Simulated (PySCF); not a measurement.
Compound: C₇H₄N₂.
SMILES: `C#CC#C[C@@H](C#N)N=C`

Torsions of this conformer, `[CH:1]#[C:2][C:3]#[C:4][C@@H:5]([C:6]#[N:7])[N:8]=[CH2:9]`: C4–C5–N8–C9 -107°.

The closed-shell ground state was solved at several levels (PySCF, density fitting, gas phase, non-relativistic). Geometry: GFN2-xTB, one conformer, isolated molecule.

```
         level  basis functions  total energy (Eh)  HOMO (eV)  LUMO (eV)  gap (eV)  dipole (D)
PBE0/def2-SVPD              212          -377.7373      -7.84      -1.55      6.29        2.17
 PBE0/pcSseg-1              173          -377.9590      -7.86      -1.52      6.34        2.10
```

(1) Estimate the row for CAM-B3LYP/def2-SVPD, a basis of 212 functions; the other rows only guide the guess.

(2) Over all these levels, which gives the widest orbital gap and which the narrowest?

(3) How far do the dipole and the HOMO energy spread over the levels?

## Answers

(1) Total energy -377.9898 Eh, HOMO -9.09 eV, LUMO -0.40 eV, gap 8.69 eV, dipole 2.14 D.

(2) CAM-B3LYP/def2-SVPD (range-separated hybrid) has the widest, 8.69 eV, and PBE0/def2-SVPD (global hybrid, 25 % exact exchange) the narrowest, 6.29 eV. The two share the basis. From the narrowest to the widest the HOMO moves by -1.25 eV and the LUMO by +1.15 eV.

(3) The dipole runs from 2.10 to 2.17 D (mean 2.14 D) and the HOMO from -9.09 to -7.84 eV.
